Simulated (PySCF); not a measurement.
Mg(SMe)(SeH) (CH4MgSSe), SMILES [Mg]([SeH])[S]C.

Coordinates come from a B3LYP-D3(BJ)/def2-SVP optimisation. The structure was generated by enumeration; whether it is a known compound was not checked. Other conformers were not sampled.

Level of theory: TDDFT-PBE/def2-SVPD (PySCF).

Vertical excitations. The molecule is in vacuum.

```json
[
 {"state": "S1", "energy (eV)": "3.47", "λ (nm)": "358", "f": "0.017", "main pairs": "HOMO→LUMO 100 %"},
 {"state": "S2", "energy (eV)": "3.79", "λ (nm)": "327", "f": "0.036", "main pairs": "HOMO−1→LUMO 100 %"},
 {"state": "S3", "energy (eV)": "4.13", "λ (nm)": "300", "f": "0.001", "main pairs": "HOMO→LUMO+1 99 %"},
 {"state": "S4", "energy (eV)": "4.33", "λ (nm)": "287", "f": "0.008", "main pairs": "HOMO→LUMO+2 53 %, HOMO−2→LUMO 39 %, HOMO−1→LUMO+1 8 %"},
 {"state": "S5", "energy (eV)": "4.52", "λ (nm)": "274", "f": "0.001", "main pairs": "HOMO−1→LUMO+1 75 %, HOMO→LUMO+2 18 %"},
 {"state": "S6", "energy (eV)": "4.59", "λ (nm)": "270", "f": "0.000", "main pairs": "HOMO−1→LUMO+2 99 %"},
 {"state": "S7", "energy (eV)": "4.82", "λ (nm)": "257", "f": "0.248", "main pairs": "HOMO−2→LUMO 39 %, HOMO→LUMO+3 26 %, HOMO→LUMO+2 17 %, HOMO−1→LUMO+1 9 %"},
 {"state": "S8", "energy (eV)": "4.98", "λ (nm)": "249", "f": "0.053", "main pairs": "HOMO−2→LUMO+1 47 %, HOMO→LUMO+3 42 %"},
 {"state": "S9", "energy (eV)": "5.03", "λ (nm)": "246", "f": "0.082", "main pairs": "HOMO−2→LUMO+1 50 %, HOMO→LUMO+3 30 %, HOMO−2→LUMO 8 %"},
 {"state": "S10", "energy (eV)": "5.16", "λ (nm)": "240", "f": "0.019", "main pairs": "HOMO−2→LUMO+2 94 %"},
 {"state": "T1", "energy (eV)": "3.25", "λ (nm)": "381", "f": "0", "main pairs": "HOMO→LUMO 99 %"},
 {"state": "T2", "energy (eV)": "3.53", "λ (nm)": "351", "f": "0", "main pairs": "HOMO−1→LUMO 99 %"},
 {"state": "T3", "energy (eV)": "3.96", "λ (nm)": "313", "f": "0", "main pairs": "HOMO→LUMO+1 98 %"},
 {"state": "T4", "energy (eV)": "3.96", "λ (nm)": "313", "f": "0", "main pairs": "HOMO−2→LUMO 78 %, HOMO→LUMO+2 19 %"}
]
```
Triplets are in the Tamm–Dancoff approximation, which puts them higher than full response would, so one can lie above its singlet here.
